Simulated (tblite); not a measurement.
Species: C5H14N2OSi.
SMILES with atom numbers: `[CH2:1]=[CH:2][Si@H:3]([OH:4])[N:5]([CH3:6])[CH2:7][CH2:8][NH2:9]` (hydrogens: H10, H11 on C1; H12 on C2; H13 on Si3; H14 on O4; H15, H16, H17 on C6; H18, H19 on C7; H20, H21 on C8; H22, H23 on N9)

A start from a force field or distance geometry was refined with tblite 0.8.0, GFN2-xTB geometry optimisation, gas phase. Values at the start:

| coordinate | start |
| --- | --- |
| C1=C2 | 1.340 Å |
| C1–H10 | 1.073 Å |
| C1–H11 | 1.091 Å |
| C2–Si3 | 1.809 Å |
| C2–H12 | 1.097 Å |
| Si3–O4 | 1.642 Å |
| Si3–N5 | 1.719 Å |
| Si3–H13 | 1.487 Å |
| O4–H14 | 0.973 Å |
| N5–C6 | 1.473 Å |
| N5–C7 | 1.483 Å |
| C6–H16 | 1.097 Å |
| C7–C8 | 1.548 Å |
| C7–H19 | 1.104 Å |
| C8–N9 | 1.468 Å |
| N9–H22 | 1.024 Å |
| C1–C2–Si3 | 128.4° |
| C2–Si3–O4 | 114.1° |
| C2–Si3–N5 | 111.2° |
| Si3–N5–C6 | 121.1° |
| O4–Si3–N5 | 103.2° |
| N5–C7–C8 | 116.2° |
| C6–N5–C7 | 109.4° |
| C7–C8–N9 | 114.5° |

Problem. How do these coordinates change at the GFN2-xTB level?

Solution. 
```json
{"coordinate": "C2–Si3", "GFN2-xTB (Å or °)": "1.885", "change": "+0.076"}
{"coordinate": "N5–C7", "GFN2-xTB (Å or °)": "1.442", "change": "-0.041"}
{"coordinate": "N5–C6", "GFN2-xTB (Å or °)": "1.438", "change": "-0.035"}
{"coordinate": "Si3–O4", "GFN2-xTB (Å or °)": "1.617", "change": "-0.025"}
{"coordinate": "C1=C2", "GFN2-xTB (Å or °)": "1.322", "change": "-0.018"}
{"coordinate": "Si3–H13", "GFN2-xTB (Å or °)": "1.469", "change": "-0.018"}
{"coordinate": "C2–H12", "GFN2-xTB (Å or °)": "1.084", "change": "-0.013"}
{"coordinate": "C1–H11", "GFN2-xTB (Å or °)": "1.078", "change": "-0.013"}
{"coordinate": "C7–H19", "GFN2-xTB (Å or °)": "1.093", "change": "-0.011"}
{"coordinate": "N9–H22", "GFN2-xTB (Å or °)": "1.013", "change": "-0.011"}
{"coordinate": "C6–H16", "GFN2-xTB (Å or °)": "1.086", "change": "-0.011"}
{"coordinate": "Si3–N5", "GFN2-xTB (Å or °)": "1.729", "change": "+0.010"}
{"coordinate": "C8–N9", "GFN2-xTB (Å or °)": "1.460", "change": "-0.008"}
{"coordinate": "C7–C8", "GFN2-xTB (Å or °)": "1.540", "change": "-0.008"}
{"coordinate": "C1–H10", "GFN2-xTB (Å or °)": "1.081", "change": "+0.008"}
{"coordinate": "O4–H14", "GFN2-xTB (Å or °)": "0.979", "change": "+0.006"}
{"coordinate": "C6–N5–C7", "GFN2-xTB (Å or °)": "114.5", "change": "+5.1"}
{"coordinate": "O4–Si3–N5", "GFN2-xTB (Å or °)": "107.9", "change": "+4.7"}
{"coordinate": "C7–C8–N9", "GFN2-xTB (Å or °)": "110.3", "change": "-4.2"}
{"coordinate": "C2–Si3–N5", "GFN2-xTB (Å or °)": "107.1", "change": "-4.1"}
{"coordinate": "N5–C7–C8", "GFN2-xTB (Å or °)": "112.6", "change": "-3.6"}
{"coordinate": "C1–C2–Si3", "GFN2-xTB (Å or °)": "124.9", "change": "-3.5"}
{"coordinate": "Si3–N5–C6", "GFN2-xTB (Å or °)": "123.8", "change": "+2.7"}
{"coordinate": "C2–Si3–O4", "GFN2-xTB (Å or °)": "111.9", "change": "-2.2"}
```

The energy falls by 42.2 kJ/mol over 177 L-BFGS steps, the largest force on an atom goes from 2.52 to 0.010 eV/Å, and the atoms move by 0.935 Å rms after alignment. The bond that changes most is C2–Si3 (alkene CH carbon to oxygen-bound silicon), which lengthens by 0.076 Å. Bonds longer at the end by more than 0.005 Å: 4 of 22; shorter: 13. Among the dihedrals that turn most is C2–Si3–N5–C6, from 53° to -35°. Rotational constants go from 2369, 880.5, 742.7 to 2120, 920.2, 735.2 MHz.

Time: 2.8 s. Hardware: Arm Neoverse N1, one thread, shared host with 64 logical CPUs at a one-minute load of 60.

Its GFN2-xTB frequencies are all real (lowest 26 cm⁻¹). One conformer, not necessarily the lowest. 3 starts were optimised and ended at 0.00, 2.29 and 3.82 kcal/mol (GFN2-xTB); the lowest of these is shown.

All values are computed, not measured.
